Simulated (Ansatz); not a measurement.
Compare A (`C=CB(C)[SiH3]`) with its isomer B (`C=C([SiH3])BC`).

Isolated molecules relaxed with PBE0-D4/def2-TZVP in Ansatz; ΔE leaves out vibrations. CCSD(T)/CBS is the MP2 limit (def2-TZVPP, def2-QZVPP) plus CCSD(T) − MP2 in def2-TZVPP, frozen cores. DFT in def2-TZVPP. B3LYP here is the variant with VWN-RPA as its local correlation; programs differ in this. Each species was taken in one conformer, which may not be the lowest.

A:

```xyz
14

C     1.6346    0.7848    1.4807
C     0.3372    0.6689    1.1770
B    -0.1471    0.0346   -0.1489
C     0.7146    0.0575   -1.4512
Si   -1.9532   -0.8896   -0.1905
H     2.4098    0.5144    0.7698
H     1.9780    1.1247    2.4540
H    -0.3785    0.9340    1.9543
H     1.7603    0.3472   -1.3204
H     0.2544    0.8157   -2.1032
H     0.6641   -0.8728   -2.0244
H    -1.7484   -2.3404    0.1049
H    -2.9131   -0.3671    0.8248
H    -2.6126   -0.8119   -1.5269
```

B:

Z-matrix (Å, degrees):
```
Si
C 1 1.868
H 1 1.489 2 110.9
H 1 1.489 2 110.0 3 -120.4
H 1 1.489 2 110.8 3 119.2
B 2 1.553 1 122.5 3 -60.4
C 2 1.343 1 119.8 3 119.5
C 6 1.557 2 124.7 1 -1.2
H 6 1.205 2 116.6 1 -179.4
H 7 1.089 2 123.2 1 -0.0
H 7 1.089 2 120.9 1 -180.0
H 8 1.094 6 111.9 2 137.7
H 8 1.100 6 107.1 2 -108.2
H 8 1.092 6 116.0 2 11.7
```

Q: Which is lower in electronic energy at CCSD(T)/CBS, and by how much? (An estimate is asked.)

A: Ansatz gave: B, by 22.3 kJ/mol.

Q: Give E(B) − E(A) in kJ/mol with B3LYP-D4, r2SCAN-D4, B2PLYP, PBE-D4, CCSD(T)/def2-TZVPP, B3LYP, HF/def2-TZVPP. (Estimate.)

A: Ansatz gave: B3LYP-D4 -20.2, r2SCAN-D4 -17.5, B2PLYP -22.5, PBE-D4 -11.4, CCSD(T)/def2-TZVPP -21.6, B3LYP -18.5, HF/def2-TZVPP -29.6. None reverses the order clearly.

Largest T1 diagnostic: 0.012.

From PBE to PBE0 (25 % exact exchange), in def2-TZVPP and without D4, E(B) − E(A) moves by −4.3 kJ/mol.
